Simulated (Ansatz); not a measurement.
# What each rung costs, and what it gives

Saddle point of BH2Cl3F2, singlet (BCl₃ ([Cl][B]([Cl])[Cl]) + HF + HF → BCl₂F ([F][B]([Cl])[Cl]) + HCl + HF; bonds formed: B1–F6, Cl2–H7, H5–F8; bonds broken: B1–Cl2, H5–F6, H7–F8), PBE0-D4/def2-TZVP structure:

```xyz
8
angstrom
B -0.4061 -0.8917 0.0390
Cl 1.5304 -0.5636 0.0384
Cl -0.7901 -2.2096 -1.0846
Cl -0.9784 -1.0317 1.7240
H -0.2699 1.3087 -0.2756
F -0.9455 0.3947 -0.5312
H 1.2385 1.0576 0.0933
F 0.6209 1.9357 -0.0032
```

Barriers are electronic and count from the start structure reached by relaxing down the imaginary mode.

Ansatz 0.2.0; basis: as named in each row; cores frozen in the correlated methods. B3LYP uses VWN-RPA correlation. Extrapolation: Hartree–Fock as exp(−7.88 √X), correlation as X^−2.97.

Times are rough, for one single point on 8 threads of a shared host (Arm Neoverse V2).

The estimate by CCSD(T) at an estimated basis limit (MP2 extrapolated from triple and quadruple zeta, plus CCSD(T) − MP2 in triple zeta) is 10.66 kcal/mol.

```json
{"method": "HF", "basis": "STO-3G", "time (s)": "under 1", "barrier (kcal/mol)": "-49.20", "method less estimate": "-59.86"}
{"method": "PBE-D4", "basis": "STO-3G", "time (s)": "under 1", "barrier (kcal/mol)": "-92.60", "method less estimate": "-103.26"}
{"method": "SPW92", "basis": "def2-SVP", "time (s)": "under 1", "barrier (kcal/mol)": "-19.95", "method less estimate": "-30.62"}
{"method": "PBE-D4", "basis": "def2-SVP", "time (s)": "under 1", "barrier (kcal/mol)": "-5.14", "method less estimate": "-15.80"}
{"method": "B3LYP-D4", "basis": "6-31G", "time (s)": "under 1", "barrier (kcal/mol)": "-1.64", "method less estimate": "-12.30"}
{"method": "PBE0-D4", "basis": "def2-SVP", "time (s)": "under 1", "barrier (kcal/mol)": "-1.28", "method less estimate": "-11.94"}
{"method": "SPW92", "basis": "def2-TZVPP", "time (s)": "under 1", "barrier (kcal/mol)": "-9.92", "method less estimate": "-20.59"}
{"method": "PBE-D4", "basis": "def2-TZVPP", "time (s)": "1", "barrier (kcal/mol)": "3.94", "method less estimate": "-6.72"}
{"method": "BLYP-D4", "basis": "def2-TZVPP", "time (s)": "1", "barrier (kcal/mol)": "8.50", "method less estimate": "-2.16"}
{"method": "BHLYP-D4", "basis": "def2-TZVPP", "time (s)": "2", "barrier (kcal/mol)": "11.76", "method less estimate": "1.10"}
{"method": "B3LYP-D4", "basis": "def2-TZVPP", "time (s)": "2", "barrier (kcal/mol)": "9.29", "method less estimate": "-1.38"}
{"method": "PBE0-D4", "basis": "def2-TZVPP", "time (s)": "2", "barrier (kcal/mol)": "5.87", "method less estimate": "-4.79"}
{"method": "CAM-B3LYP-D4", "basis": "def2-TZVPP", "time (s)": "2", "barrier (kcal/mol)": "6.85", "method less estimate": "-3.81"}
{"method": "wB97M-V", "basis": "def2-SVP", "time (s)": "3", "barrier (kcal/mol)": "-0.80", "method less estimate": "-11.46"}
{"method": "r2SCAN-D4", "basis": "def2-TZVPP", "time (s)": "3", "barrier (kcal/mol)": "4.09", "method less estimate": "-6.57"}
{"method": "CCSD(T)", "basis": "def2-SVP", "time (s)": "3", "barrier (kcal/mol)": "10.31", "method less estimate": "-0.35"}
{"method": "r2SCAN0-D4", "basis": "def2-TZVPP", "time (s)": "3", "barrier (kcal/mol)": "5.78", "method less estimate": "-4.88"}
{"method": "B2PLYP", "basis": "def2-TZVPP", "time (s)": "3", "barrier (kcal/mol)": "10.01", "method less estimate": "-0.65"}
{"method": "RPA on PBE", "basis": "def2-TZVPP", "time (s)": "3", "barrier (kcal/mol)": "9.88", "method less estimate": "-0.78"}
{"method": "PBE-QIDH", "basis": "def2-TZVPP", "time (s)": "3", "barrier (kcal/mol)": "7.42", "method less estimate": "-3.24"}
{"method": "wB97X-V", "basis": "def2-TZVPP", "time (s)": "4", "barrier (kcal/mol)": "7.65", "method less estimate": "-3.01"}
{"method": "B97M-V", "basis": "def2-TZVPP", "time (s)": "5", "barrier (kcal/mol)": "10.67", "method less estimate": "0.01"}
{"method": "wB97M-V", "basis": "def2-TZVPP", "time (s)": "5", "barrier (kcal/mol)": "7.56", "method less estimate": "-3.10"}
{"method": "MP2", "basis": "def2-QZVPP", "time (s)": "11", "barrier (kcal/mol)": "9.22", "method less estimate": "-1.44"}
{"method": "CCSD(T)", "basis": "def2-TZVPP", "time (s)": "110", "barrier (kcal/mol)": "10.30", "method less estimate": "-0.37"}
```

All methods are single points on the PBE0-D4 structures; a negative value means that the method puts the saddle structure below the start.

No T1 diagnostic of these runs exceeds 0.011.

Labels in which every atom is bracketed show which atoms are joined, not bond orders.
